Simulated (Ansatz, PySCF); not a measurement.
GaClBr2, SMILES [Cl][Ga]([Br])[Br].

Geometry: PBE0-D3(BJ)/def2-SVP. The structure was generated by enumeration; whether it is a known compound was not checked.

Vertical ionisation energy (IE) and electron affinity (EA) in eV. Rows of orbital energies are one-electron estimates. Where ΔSCF, EOM or ADC give a negative EA the extra electron is unbound and the value depends on the basis.

```
level                                                                   IE    EA
-------------------------------------------------------------------  -----  ----
−ε(HOMO), −ε(LUMO), B3LYP/def2-TZVP (PySCF)                           8.56  2.49
−ε(HOMO), −ε(LUMO), PBE/def2-TZVP (PySCF)                             7.53  3.07
ΔSCF, PBE0/def2-SVPD (Ansatz), final states of multiplicity 2 and 2  10.86  0.77
ΔSCF, PBE/def2-SVPD (Ansatz), final states of multiplicity 2 and 2   10.32  0.90
```

### Question
What vertical singlet–triplet gap does ΔSCF give with PBE0/def2-SVPD (Ansatz, a quantum-chemistry and plane-wave program) and with PBE/def2-SVPD (Ansatz)? (Estimate from the structure and the level; the computed values follow.)

### Answer
5.02 and 4.42 eV (triplet above singlet where positive).
